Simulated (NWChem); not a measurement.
C4H7Cl; SMILES ClC1CCC1

```xyz
12

Cl    -0.0871    -1.7928     0.0000
C      0.4676    -0.0656     0.0000
C     -0.0819     0.8784    -1.0864
C     -0.1040     1.9922     0.0000
C     -0.0819     0.8784     1.0864
H      1.5585    -0.1058     0.0000
H      0.5293     1.0242    -1.9816
H     -1.0942     0.5891    -1.3826
H      0.8150     2.5863     0.0000
H     -0.9619     2.6699     0.0000
H      0.5293     1.0242     1.9816
H     -1.0942     0.5891     1.3826
```
Atoms are numbered in this order, from 1.

Results from NWChem. Pople sets run with spherical d functions. Medium grid unless said otherwise, to which SCAN and Minnesota functionals are sensitive. Geometry: optimised at B3LYP/6-31G* (spherical d).

Q: Order these by “highest occupied level (eV)”, lowest first: SCAN/6-31G*; TPSSh/6-31G*; r2SCAN0/6-31G*; LDA (Slater exchange, VWN5)/6-31G*; M06/6-31G*.

A: r2SCAN0/6-31G* (-8.23), M06/6-31G* (-7.97), TPSSh/6-31G* (-7.25), SCAN/6-31G* (-6.93), LDA (Slater exchange, VWN5)/6-31G* (-6.65)
